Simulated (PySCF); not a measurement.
**Electrostatic potential from atomic charges**

Species: `[SiH3]S[SiH]1C=CC=C1`. Coordinates (GFN2-xTB, Å) and charges (e) from the PBE0/pcSseg-1 density (PySCF):

```tsv
atom	x	y	z	Mulliken	IAO	Hirshfeld	ESP-fitted
Si1	3.021	-0.172	0.359	+0.4494	+0.5542	+0.3022	+0.3290
S2	1.548	-1.377	-0.633	-0.5229	-0.4218	-0.1788	-0.3829
Si3	-0.076	0.011	-0.937	+0.8378	+0.8197	+0.3260	+0.6184
C4	-0.607	0.954	0.605	-0.4015	-0.4464	-0.1484	-0.4571
C5	-1.849	0.579	0.929	-0.0953	-0.1272	-0.0366	-0.0030
C6	-2.471	-0.420	0.071	-0.1024	-0.1286	-0.0364	-0.1105
C7	-1.738	-0.868	-0.955	-0.3854	-0.4307	-0.1440	-0.3743
H8	4.198	-1.022	0.358	-0.0594	-0.0972	-0.0640	-0.0213
H9	3.206	1.051	-0.413	-0.0633	-0.1197	-0.0723	-0.0681
H10	2.551	0.135	1.705	-0.0557	-0.1164	-0.0712	-0.0531
H11	0.232	0.853	-2.091	-0.0361	-0.1132	-0.0700	-0.1016
H12	-0.053	1.686	1.169	+0.1188	+0.1577	+0.0418	+0.1830
H13	-2.398	0.967	1.776	+0.0986	+0.1529	+0.0526	+0.1197
H14	-3.473	-0.760	0.291	+0.0994	+0.1539	+0.0530	+0.1412
H15	-2.096	-1.608	-1.648	+0.1179	+0.1626	+0.0460	+0.1804
```

Points outside the species (Å): A (2.6, 4.2, 1.9); B (7.7, -3.1, 0.8); C (0.6, 1.0, 5.8); D (2.7, -4.9, 2.8); E (-2.9, -3.4, 3.2).

**Question.** Find the potential V = 14.3996 V·Å × Σ q/r of each set of charges at these points.

**Answer.** In volts:

```tsv
point	nearest atom	distance (Å)	Mulliken	IAO	Hirshfeld	ESP-fitted
A	H12	3.73	+0.272	+0.174	+0.050	+0.144
B	H8	4.10	+0.032	+0.015	-0.006	-0.001
C	H10	4.62	-0.015	-0.012	+0.001	+0.034
D	H8	4.82	-0.186	-0.128	-0.041	-0.148
E	H14	3.97	-0.253	-0.151	-0.024	-0.064
```

**Question.** How far are the other sets from the ESP-fitted one at these points?

**Answer.** Root-mean-square difference: IAO 0.047 V, Hirshfeld 0.067 V, Mulliken 0.107 V. The ESP scheme is a least-squares fit of atom-centred charges to the potential on four shells outside the van der Waals surface, with the total charge fixed.

**Question.** What energy would a point charge of -2 e have at D in the field of the ESP charges, leaving out polarisation?

**Answer.** +0.296 eV = +28.6 kJ/mol, a repulsion.

The structure is a single GFN2-xTB conformer in the gas phase; no vibrational or solvent corrections.

The values belong to the conformer `[SiH3:1][S:2][SiH:3]1[CH:4]=[CH:5][CH:6]=[CH:7]1`: Si1–S2–Si3–C4 -51°.
